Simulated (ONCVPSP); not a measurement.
**iron (Fe): one change to an ONCV potential, before and after**

- Element: iron
- Generator: ONCVPSP 4.0.1
- Type: optimised norm-conserving Vanderbilt (ONCV)
- Functional: PBE
- Relativity: scalar-relativistic
- Frozen core: [Ne]
- Valence charge: 16
- Reference configuration: 3s2 3p6 3d6 (charge +2)
- Partial waves: 3s: rc 1.10 bohr, ncon 3, nbas 6, qcut 11.8 1/bohr, 2 projectors, debl 1.4 Ha; 3p: rc 1.05 bohr, ncon 5, nbas 8, qcut 16.8 1/bohr, 2 projectors, debl 3.8 Ha; 3d: rc 1.60 bohr, ncon 4, nbas 9, qcut 9.4 1/bohr, 2 projectors, debl 1.8 Ha
- Local potential: polynomial inside 0.75 bohr (lpopt 5, dvloc0 0 Ha)
- Core correction: Teter function, fcfact 2, rcfact 1.4

In the s channel the program set the typed energies aside and used -4.133, 0.250 Ha.

Change: p: rc 1.16.

Cutoffs: the cutoffs (Ha) at which the residual kinetic energy of the hardest occupied pseudo-wave falls to 1 and 0.1 mHa per electron; they do not see the model core or the augmentation charge, which bear on the density cutoff. Errors are all-electron minus pseudo energies relative to the spin-unpolarised reference configuration.

Q: What does the change do?

A: The potential gets neither clearly harder nor softer (82 Ha and 101 Ha → 78 Ha and 95 Ha); the errors of the 4 common tests hardly move; neither file shows a bound ghost.

| quantity | base | changed |
| --- | --- | --- |
| cutoff, loose | 82 Ha | 78 Ha |
| cutoff, tight | 101 Ha | 95 Ha |
| loose cutoff by channel | s 48 Ha, p 82 Ha, d 36 Ha | s 48 Ha, p 78 Ha, d 36 Ha |
| bound ghosts | none | none |
| GHOST(+) flags under 300 eV | none | none |
| error for 3s2 3p6 3d6 4s2, meV [ΔE -24.93 eV] | +10 | +10 |
| error for 3s2 3p6 3d6 4s1, meV [ΔE -16.20 eV] | +3.7 | +3.7 |
| error for 3s2 3p6 3d5, meV [ΔE 34.22 eV] | +86 | +86 |
| error for 3s2 3p6 3d5 4s2, meV [ΔE -10.73 eV] | +128 | +128 |
| s: phases at 1.12 bohr within 0.05 rad from the reference energy up to (Ha; the scan ends near 5) | to the end of the scan | to the end of the scan |
| d: phases at 1.62 bohr within 0.05 rad from the reference energy up to (Ha; the scan ends near 5) | to the end of the scan | to the end of the scan |
| rms error of d²Exc/dni dnj with the model core, mHa | 0.67 | 0.67 |
